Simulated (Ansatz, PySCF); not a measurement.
CH4Cl2NTa, multiplicity 1. Atoms are numbered in the order given.

```xyz
9

Ta     0.0774    -0.1301     0.0000
N      1.6227    -0.9529     0.0000
H      2.5429    -1.3776     0.0000
Cl    -0.2124     1.0100     1.9946
Cl    -0.2124     1.0100    -1.9946
C     -1.2882    -1.7675     0.0000
H     -1.1395    -2.4015     0.8902
H     -2.3250    -1.3854     0.0000
H     -1.1395    -2.4015    -0.8902
```
Charge 0, spin multiplicity 1.

The structure is a stationary point at PBE0-D3(BJ)/def2-SVP. The spin state was assumed, not searched. The def2 effective core potentials stand for the cores of Ta; spin–orbit coupling is left out.

Vertical ionisation energy (IE) and electron affinity (EA) in eV. Rows of orbital energies are one-electron estimates. Where ΔSCF, EOM or ADC give a negative EA the extra electron is unbound and the value depends on the basis.

```
level                                                                        IE    EA
------------------------------------------------------------------------  -----  ----
−ε(HOMO), −ε(LUMO), CAM-B3LYP/def2-TZVP (PySCF)                            9.57  0.94
−ε(HOMO), −ε(LUMO), PBE/def2-TZVP (PySCF)                                  6.90  2.90
ΔSCF, CAM-B3LYP/def2-SVPD (Ansatz), final states of multiplicity 2 and 2  10.24  0.64
ΔSCF, PBE/def2-SVPD (Ansatz), final states of multiplicity 2 and 2         9.84  0.36
```

### Question
What vertical singlet–triplet gap does ΔSCF give with CAM-B3LYP/def2-SVPD (Ansatz, a quantum-chemistry and plane-wave program) and with PBE/def2-SVPD (Ansatz)? (The exact figures need the calculation; the answer reports its results.)

### Answer
4.02 and 4.04 eV (triplet above singlet where positive).
